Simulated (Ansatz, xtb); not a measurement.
# C2H4Sn: 4 structures ranked

4 gas-phase structures of C2H4Sn, found in a search over its isomers (lower ones may exist). Each was relaxed with GFN2-xTB; where two conformers were screened, the lower at r2SCAN-D4/def2-SVP//GFN2-xTB is listed:

A. `C[CH]=[Sn]`, a singlet
B. `[CH2]1[CH2][Sn]1`, a singlet
C. `C=[CH][SnH]`, a singlet
D. a triplet given by its coordinates

D (Å):

```xyz
7

C     0.0313   -0.4547   -1.0181
C     0.0460   -0.2229   -2.3989
Sn    0.9476   -2.5100   -2.0645
H    -0.8920   -0.7045   -0.5253
H     0.7958   -0.0265   -0.3913
H    -0.8664   -0.2950   -2.9651
H     0.8193    0.3873   -2.8331
```

Close contacts (Å): C1–C2 1.40, C1–Sn3 2.48, C2–Sn3 2.48, C1–H4 1.08, C1–H5 1.08, C2–H6 1.08, C2–H7 1.08.

Make a reasoned guess at their ranking by r2SCAN-D4/def2-SVP//GFN2-xTB single-point energy.

Calculated order at r2SCAN-D4/def2-SVP//GFN2-xTB: B (0.0), D (4.0), C (8.5), A (9.4) kcal/mol. Less than 1 kcal/mol parts C and A, so the order within that pair means little.

Energies above the lowest of each column, in kcal/mol; the last columns are at r2SCAN-D4/def2-SVP geometries (a dash: not run or not comparable):

```tsv
structure	GFN2-xTB	HF/STO-3G	r2SCAN-D4/def2-SVP//GFN2-xTB	r2SCAN-D4/def2-SVP	CCSD(T)/def2-TZVP
B	3.1	0.0	0.0	0.0	0.0
D	–	32.0	4.0	3.5	8.1
C	0.0	13.9	8.5	9.1	–
A	10.9	26.2	9.4	8.3	6.4
```

CCSD(T)/def2-TZVP puts B lowest of those it was run on; GFN2-xTB picks C. CCSD(T)/def2-TZVP orders those it was run on as B (0.0), A (6.4), D (8.1) kcal/mol. Flexible structures stand in one conformer each, not always the lowest. Frequencies (r2SCAN-D4/def2-SVP) were run for A, B, D alone. GFN2-xTB has no spin polarisation and isn't compared across spin states. Open shells are spin-unrestricted. Atoms past krypton carry core potentials in the def2 sets, without spin–orbit terms.

Programs: Ansatz 0.2.0, xtb 6.7.1.
